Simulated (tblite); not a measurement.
Isomers of C4H12O2SSi2. Calculated harmonic vibrations of the isolated species, GFN2-xTB (tblite), most abundant isotopes, no scaling. Against measured fundamentals such values can be off by several per cent, at times by over 20. Modes of hydrogen on silicon can be 10 to 20 % off. One conformer each.

Electronic energies: GFN2-xTB at the same geometries; isomer energies are rough at this level and their order can be wrong.

```
                           SMILES  electronic energy, lowest = 0 (kJ/mol)
 C[Si@@H](/C=C/[S@@](C)=O)O[SiH3]                                   283.0
      CS[C@@H]1CCO[Si@@H]1O[SiH3]                                     0.0
     C[C@H](C[SiH2]S[SiH3])C(=O)O                                   207.1
        CO[Si@@H](O)/C=C/[SiH2]SC                                   223.9
  C[Si@@H](/C=C/[S@](C)=O)O[SiH3]                                   283.7
CS[Si@@H](O)O[C@H]1[SiH2][C@@H]1C                                   224.6
       CC[C@]1(S[SiH3])CO[SiH2]O1                                     5.2
```

Q: How do GFN2-xTB zero-point energies change the relative energies?

A: 
```json
{"SMILES": "CS[C@@H]1CCO[Si@@H]1O[SiH3]", "ZPE (kJ/mol)": "400.3", "of it from modes above 1550 cm⁻¹": "197.7", "electronic (kJ/mol)": "0.0", "with ZPE, lowest = 0 (kJ/mol)": "0.0", "lowest mode (cm⁻¹)": "16", "rings": "1"}
{"SMILES": "CC[C@]1(S[SiH3])CO[SiH2]O1", "ZPE (kJ/mol)": "399.7", "of it from modes above 1550 cm⁻¹": "195.4", "electronic (kJ/mol)": "5.2", "with ZPE, lowest = 0 (kJ/mol)": "4.6", "lowest mode (cm⁻¹)": "45", "rings": "1"}
{"SMILES": "C[C@H](C[SiH2]S[SiH3])C(=O)O", "ZPE (kJ/mol)": "394.1", "of it from modes above 1550 cm⁻¹": "207.7", "electronic (kJ/mol)": "207.1", "with ZPE, lowest = 0 (kJ/mol)": "201.0", "lowest mode (cm⁻¹)": "20", "rings": "0"}
{"SMILES": "CO[Si@@H](O)/C=C/[SiH2]SC", "ZPE (kJ/mol)": "394.5", "of it from modes above 1550 cm⁻¹": "217.0", "electronic (kJ/mol)": "223.9", "with ZPE, lowest = 0 (kJ/mol)": "218.2", "lowest mode (cm⁻¹)": "16", "rings": "0"}
{"SMILES": "CS[Si@@H](O)O[C@H]1[SiH2][C@@H]1C", "ZPE (kJ/mol)": "399.5", "of it from modes above 1550 cm⁻¹": "208.9", "electronic (kJ/mol)": "224.6", "with ZPE, lowest = 0 (kJ/mol)": "223.9", "lowest mode (cm⁻¹)": "18", "rings": "1"}
{"SMILES": "C[Si@@H](/C=C/[S@@](C)=O)O[SiH3]", "ZPE (kJ/mol)": "384.2", "of it from modes above 1550 cm⁻¹": "209.8", "electronic (kJ/mol)": "283.0", "with ZPE, lowest = 0 (kJ/mol)": "266.9", "lowest mode (cm⁻¹)": "18", "rings": "0"}
{"SMILES": "C[Si@@H](/C=C/[S@](C)=O)O[SiH3]", "ZPE (kJ/mol)": "383.8", "of it from modes above 1550 cm⁻¹": "209.7", "electronic (kJ/mol)": "283.7", "with ZPE, lowest = 0 (kJ/mol)": "267.2", "lowest mode (cm⁻¹)": "19", "rings": "0"}
```

The zero-point energies span 16.5 kJ/mol, from `C[Si@@H](/C=C/[S@](C)=O)O[SiH3]` to `CS[C@@H]1CCO[Si@@H]1O[SiH3]`. The order is unchanged.
